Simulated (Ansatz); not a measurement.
One change: `C[N](C)[Ti]([NH2])([NH2])[NH2]` becomes `[NH2][Ti]([NH2])([NH2])[Cl]`.

Ansatz, PBE0-D4/def2-TZVP geometries, multiplicity 1. Each molecule was computed in one conformer, which needn't be the lowest.

Scalar relativity is left out up to krypton.

| property | `C[N](C)[Ti]([NH2])([NH2])[NH2]` |
| --- | --- |
| HOMO–LUMO gap (PBE/def2-TZVPP) / eV | 3.54 |
| HOMO energy (PBE0/def2-TZVPP) / eV | -6.28 |
| HOMO–LUMO gap (ωB97M-V/def2-TZVPP) / eV | 9.87 |
| HOMO energy (ωB97M-V/def2-TZVPP) / eV | -8.58 |
| HOMO energy (B3LYP/def2-TZVPP) / eV | -6.09 |
| size of the dipole moment (PBE/def2-TZVPP) / D | 0.38 |

Give the same properties after the change, and the shifts. (Best estimate.)

Ansatz gave: 
```csv
property,`[NH2][Ti]([NH2])([NH2])[Cl]`,shift
HOMO–LUMO gap (PBE/def2-TZVPP) / eV,3.86,0.32
HOMO energy (PBE0/def2-TZVPP) / eV,-7.54,-1.26
HOMO–LUMO gap (ωB97M-V/def2-TZVPP) / eV,10.78,0.91
HOMO energy (ωB97M-V/def2-TZVPP) / eV,-9.93,-1.35
HOMO energy (B3LYP/def2-TZVPP) / eV,-7.30,-1.21
size of the dipole moment (PBE/def2-TZVPP) / D,2.89,2.51
```

With PBE0 the HOMO falls by 1.26 eV and the LUMO falls by 0.86 eV, so the gap widens by about 0.40 eV. PBE moves the HOMO by -1.13 eV and ωB97M-V by -1.35 eV. Dipoles are sizes alone; their direction can turn.

B3LYP here is the variant with VWN-RPA as its local correlation; programs differ in this.
